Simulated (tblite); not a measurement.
Compound: C2H10FPSi3.
SMILES with atom numbers: `[CH2:1]=[CH:2][SiH2:3][P:4]([SiH3:5])[SiH2:6][F:7]` (hydrogens: H8, H9 on C1; H10 on C2; H11, H12 on Si3; H13, H14, H15 on Si5; H16, H17 on Si6)

The geometry is computed with GFN2-xTB (gas phase).

Q: Give the optimised bond lengths and angles.

A: 
```
                     bond  length (Å)   order
                    C1=C2       1.324  double
                   C2–Si3       1.880  single
                   Si3–P4       2.237  single
                   P4–Si5       2.230  single
                   P4–Si6       2.215  single
                   Si6–F7       1.609  single
                    C1–H8       1.078  single
                    C1–H9       1.080  single
                   C2–H10       1.084  single
         Si3–H11, Si3–H12       1.468  single
Si5–H13, Si5–H14, Si5–H15       1.463  single
         Si6–H16, Si6–H17       1.457  single
```

Bonds in one row agree within 0.01 Å and their mean is given. Orders are formal, as drawn. A selection of angles:
```
      angle  degrees
   C2–C1–H8    121.7
   C2–C1–H9    122.5
   H8–C1–H9    115.7
  C1–C2–Si3    125.1
  C1–C2–H10    118.4
 Si3–C2–H10    116.5
  C2–Si3–P4    105.5
 C2–Si3–H11    110.3
 C2–Si3–H12    111.5
 P4–Si3–H11    113.3
 P4–Si3–H12    106.5
H11–Si3–H12    109.7
 Si3–P4–Si5    102.9
 Si3–P4–Si6     99.4
 Si5–P4–Si6    101.7
 P4–Si5–H13    113.0
 P4–Si5–H14    107.1
 P4–Si5–H15    106.0
H13–Si5–H14    110.0
H14–Si5–H15    111.3
  P4–Si6–F7    107.2
 P4–Si6–H16    116.7
 P4–Si6–H17    110.3
 F7–Si6–H16    102.9
 F7–Si6–H17    105.5
H16–Si6–H17    113.2
```

Dihedral angles: C1–C2–Si3–P4 110° (anticlinal); C2–Si3–P4–Si5 -177° (antiperiplanar); Si3–P4–Si6–F7 -170° (antiperiplanar). The mirror-image conformer, all signs reversed, is as good.

Si3 (SiH2 silicon) is distorted tetrahedral (angles from 105.5° to 113.3°). The P–Si distances run from 2.215 Å (P4–Si6, drawn single) to 2.237 Å (Si3–P4, drawn single), a spread of 0.022 Å. Si6 (fluorine-bound silicon) is distorted tetrahedral (angles from 102.9° to 116.7°). Si5 (SiH3 silicon) is tetrahedral (angles from 106.0° to 113.0°). P4 (three-coordinate phosphorus) is pyramidal (angles 102.9°, 101.7° and 99.4°, sum 304.0°, 1.00 Å off the plane of its three neighbours).

Point group: C1 (no symmetry element, even within 0.4 Å). Its GFN2-xTB frequencies are all real (lowest 26 cm⁻¹). One conformer, not necessarily the lowest. 3 starts were optimised and ended at 0.00, 0.12 and 1.52 kcal/mol (GFN2-xTB); the lowest of these is shown.
